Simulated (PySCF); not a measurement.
C2H5BrSi, SMILES C=C[SiH2]Br. Geometry: PBE-D3(BJ)/def2-SVP. Other conformers were not sampled.

Give the equilibrium geometry at PBE-D3(BJ)/def2-SVP (PySCF confirms it by a frequency run) as Cartesian coordinates in Å. (The exact figures need the calculation; the answer reports its results.)

One answer among several that fit: 
```xyz
9

Si     0.0038    -0.8436     0.6266
Br    -1.0001     0.6809    -0.6925
C      1.8524    -0.7992     0.3622
C      2.7159    -0.4716     1.3450
H     -0.3049    -0.5121     2.0584
H     -0.5821    -2.1764     0.2575
H      2.2502    -1.0512    -0.6382
H      3.8079    -0.4551     1.1843
H      2.3698    -0.2030     2.3585
```
Charge 0, spin multiplicity 1.
